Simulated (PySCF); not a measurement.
# Deuteron quadrupole couplings in `C=C[Si@H](O)N(C)CCC#N`

Species: C6H12N2OSi.
Numbering: `[CH2:1]=[CH:2][Si@H:3]([OH:4])[N:5]([CH3:6])[CH2:7][CH2:8][C:9]#[N:10]` (hydrogens: H11, H12 on C1; H13 on C2; H14 on Si3; H15 on O4; H16, H17, H18 on C6; H19, H20 on C7; H21, H22 on C8)

Geometry (GFN2-xTB, Å), atoms numbered from 1 in this order:
```
atom  x, y, z in Å
C1     3.0893    0.7669    1.0688
C2     2.1334   -0.1276    0.8767
Si3    1.1883   -0.3681   -0.7366
O4     1.8927    0.3045   -2.0364
N5    -0.3622    0.3637   -0.4992
C6    -1.2676    0.4885   -1.6197
C7    -1.0089    0.3562    0.7818
C8    -1.6533   -0.9985    1.1690
C9    -2.9012   -1.2358    0.4964
N10   -3.9096   -1.4162   -0.0137
H11    3.3836    1.4569    0.2940
H12    3.6288    0.8564    2.0002
H13    1.9032   -0.7995    1.6949
H14    1.1982   -1.7739   -1.1484
H15    2.0217    1.2477   -2.0913
H16   -1.8752    1.3902   -1.5069
H17   -0.6892    0.5639   -2.5363
H18   -1.9404   -0.3697   -1.7063
H19   -0.2565    0.5909    1.5377
H20   -1.7784    1.1365    0.8028
H21   -1.8499   -1.0087    2.2447
H22   -0.9571   -1.8057    0.9273
```

Level: PBE0/pcSseg-1 (PySCF, non-relativistic); Q(2H) = 0.00286 b; rigid geometry, the same for H and D, with no vibrational averaging.

Question: Rank these positions by the coupling χzz of a deuteron there, largest first.
A. H15 (hydroxyl hydrogen)
B. H14 (Si–H hydrogen)
C. H12 (vinylic hydrogen)
D. H21 (methylene hydrogen)
E. H17 (methyl hydrogen)
F. H20 (methylene hydrogen)

Answer: A (344 kHz), C (221 kHz), E (207 kHz), D (200 kHz), F (194 kHz), B (107 kHz).

Q: What are Vzz, η and χzz (234.96 MHz × Q × Vzz) at all hydrogens?

A: 
```csv
atom,bonded to,bond length (Å),Vzz (au),η,χzz (kHz)
H11,C1,1.078,0.3334,0.05,224
H12,C1,1.080,0.3294,0.03,221
H13,C2,1.083,0.3279,0.03,220
H14,Si3,1.465,0.1585,0.02,107
H15,O4,0.954,0.5126,0.05,344
H16,C6,1.093,0.3008,0.06,202
H17,C6,1.086,0.3087,0.07,207
H18,C6,1.094,0.2918,0.07,196
H19,C7,1.092,0.2945,0.03,198
H20,C7,1.096,0.2882,0.04,194
H21,C8,1.094,0.2975,0.04,200
H22,C8,1.093,0.2971,0.04,200
```

Q: Average by the element that carries the hydrogen.

A: on C: 206 kHz over 10 positions, mean bond length 1.089 Å; on Si: 107 kHz over 1 position, mean bond length 1.465 Å; on O: 344 kHz over 1 position, mean bond length 0.954 Å.

Q: How does χzz go with the bond length over the 10 C–H bonds?

A: A straight-line fit has a slope of -17.5 kHz for each 0.01 Å, with a correlation coefficient of -0.98, over lengths from 1.078 to 1.096 Å. The longer bonds have the smaller couplings here.

Q: A static deuteron (I = 1) shows a doublet split by (3/2)χ, (3/4)χ(1 + η) and (3/4)χ(1 − η) with the field along z, y and x of the gradient. What are these for H16?

A: With |χ| = 202.2 kHz and η = 0.064: 303, 161 and 142 kHz, to first order and without motion.

The structure is a single GFN2-xTB conformer in the gas phase; no vibrational or solvent corrections. GFN2-xTB bond lengths can be off by several hundredths of an ångström, more for odd bonds, and the gradients follow them. With a basis this small, the couplings can be 20 % off.

These values come from a run that also computed NMR shieldings. The run took 1.9 min wall (grids of density and orbitals included) on an Arm Neoverse N1 with one thread, no GPU, shared host with 64 logical CPUs at a one-minute load of 60, and the process peaked at 1.1 GiB of memory.
